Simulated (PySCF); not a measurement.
B(Br)2(OH) (BBr2HO), SMILES OB(Br)Br. The structure is a stationary point at PBE-D3(BJ)/def2-SVP. Other conformers were not sampled.

Computed with PBE-D3(BJ)/def2-SVP (PySCF).

Harmonic wavenumbers (cm⁻¹): 164, 294, 421, 441, 559, 751, 1053, 1345, 3712. Rotational constants (GHz): 5.665, 1.128, 0.9404; symmetry number 1.

Work out the zero-point energy and the ideal-gas rigid-rotor harmonic-oscillator thermochemistry at 298.15 K and 1 atm.

ZPE = ½ Σ hcν = ½ × 8740 cm⁻¹ = 52.28 kJ/mol. H − E(el) = 67.25 kJ/mol. Entropy in J/(mol K): translation 174.03, rotation 118.71, vibration 27.36, total 320.10. G − E(el) = -28.19 kJ/mol. Cp = 69.58 J/(mol K).
